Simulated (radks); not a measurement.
The numbers below are computed, except where a source is named.
All-electron atom: Pt48+ in [Ar] 3d10 4s1 6d1 (not the ground configuration).

Level of theory: scalar-relativistic Kohn-Sham, PBEsol, spin-polarised, spherical densities, point nucleus; open shells are filled with parallel spins first (spin-orbit coupling, left out, can overturn this in heavy ions) (a radial shooting solver on a logarithmic mesh with Libxc functionals).

Energy parts (Ry):
total: -33368.8750
kinetic: 37571.2618
electron-nucleus: -76546.7809
Hartree: 6108.5398
exchange-correlation: -501.8957

Orbitals (lengths in bohr, moments of r in powers of bohr; r(max) is where P^2 peaks):
| orbital | occ. | eigenvalue (Ry) | r(max) |
|---|---|---|---|
| 1s up | 1 | -5954.326 | 0.01062 |
| 1s down | 1 | -5954.223 | 0.01062 |
| 2s up | 1 | -1199.886 | 0.06116 |
| 2s down | 1 | -1199.794 | 0.06116 |
| 2p up | 3 | -1065.357 | 0.05051 |
| 2p down | 3 | -1065.270 | 0.05052 |
| 3s up | 1 | -415.7127 | 0.1709 |
| 3s down | 1 | -415.5747 | 0.1709 |
| 3p up | 3 | -376.2743 | 0.1695 |
| 3p down | 3 | -376.1291 | 0.1695 |
| 3d up | 5 | -335.2931 | 0.1373 |
| 3d down | 5 | -335.1622 | 0.1373 |
| 4s up | 1 | -204.4377 | 0.3593 |
| 4s down | 0 | -203.6987 | 0.3591 |
| 6d up | 1 | -72.54146 | 1.028 |

The highest occupied level is 6d up at -986.98 eV. The configuration is held as typed, so some empty levels lie below it. Summed over all electrons, <r^2> = 1.829 bohr^2, which gives a Langevin (diamagnetic) susceptibility term of -1.45 x 10^-6 cm^3/mol.
